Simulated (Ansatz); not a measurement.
H5B2Si, SMILES `B[B-][SiH3]` (lower singlet) (charge -1, multiplicity 1). This singlet lies 0.58 eV below the relaxed triplet at the level frozen-core CCSD(T)/aug-cc-pVDZ // PBE0-D3(BJ)/def2-TZVPD (Ansatz, a first-principles code).

The numbers are results of PBE0/aug-cc-pVTZ // PBE0-D3(BJ)/def2-TZVPD in Ansatz, not measurements.

Ansatz 0.2 input:
```yaml
crystal:
  periodic: [false, false, false]
  atoms:
    - { symbol: B, position_ang: [1.962044, -0.407123, -0.158401] }
    - { symbol: B, position_ang: [0.477271, -0.040449, -0.068259] }
    - { symbol: Si, position_ang: [-1.430066, 0.334616, 0.096432] }
    - { symbol: H, position_ang: [2.754797, 0.290972, -0.762265] }
    - { symbol: H, position_ang: [2.418274, -1.404311, 0.365151] }
    - { symbol: H, position_ang: [-1.876605, 1.592498, 0.805677] }
    - { symbol: H, position_ang: [-2.025862, -0.781355, 0.911579] }
    - { symbol: H, position_ang: [-2.282703, 0.38181, -1.150728] }
basis:
  gaussian: { orbitals: aug-cc-pVTZ }
hamiltonian:
  xc: pbe0
total_charge: -1
```

Output:

```
Functional definition: PBE0
1144 factors; their error is unknown
mean field evaluation 1: about -9300.7640 eV, gradient 3.5e1 eV
mean field evaluation 2: about -9294.5478 eV, gradient 4.9e1 eV
mean field evaluation 4: about -9305.2718 eV, gradient 2.0e0 eV
mean field evaluation 8: about -9305.2845 eV, gradient 5.3e-2 eV
mean field evaluation 16: about -9305.3203 eV, gradient 6.3e-5 eV
mean field -9305.32025794 eV, -341.9642121066 hartree, gradient 6.3e-5 eV, S^2 0.000000; 0 other end points of the search recorded, 0 dependent functions left out
reference -9305.32032715 eV, -341.9642146500 hartree; 15, 15 occupied and 242, 242 virtual orbitals, 1144 factors
Total energy: -9305.32032715 eV, -341.9642146500 hartree
```
